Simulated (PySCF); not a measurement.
SMILES O=C(C)[SiH2]c1cccs1 (C6H8OSSi) (GFN2-xTB optimised geometry):

```
17

C     -1.415    -3.339    -0.743
C     -0.610    -2.162    -0.262
O      0.575    -2.246    -0.039
Si    -1.594    -0.527     0.015
C     -0.401     0.906     0.000
C      0.965     0.906     0.000
C      1.531     2.197     0.000
C      0.589     3.176     0.001
S     -1.005     2.539     0.004
H     -0.806    -4.239    -0.795
H     -1.815    -3.109    -1.728
H     -2.256    -3.494    -0.071
H     -2.277    -0.645     1.310
H     -2.589    -0.401    -1.056
H      1.538    -0.003     0.000
H      2.589     2.387    -0.001
H      0.731     4.239     0.000
```

Method: PBE0/def2-SVP in PySCF 2.14.0.

**Question.** What are the frontier orbital energies and the dipole moment?

**Answer.** HOMO-2 -7.28 eV, HOMO-1 -6.99 eV, HOMO -6.79 eV, LUMO -1.12 eV, LUMO+1 -0.54 eV; dipole moment 1.41 D.

Meta-Löwdin charges at PBE0/def2-SVP: C1 -0.35, C2 0.19, O3 -0.38, Si4 0.55, C5 -0.35, C6 -0.11, C7 -0.14, C8 -0.23, S9 0.25, H10 0.12, H11 0.13, H12 0.12, H13 -0.09, H14 -0.10, H15 0.13, H16 0.12, H17 0.13.
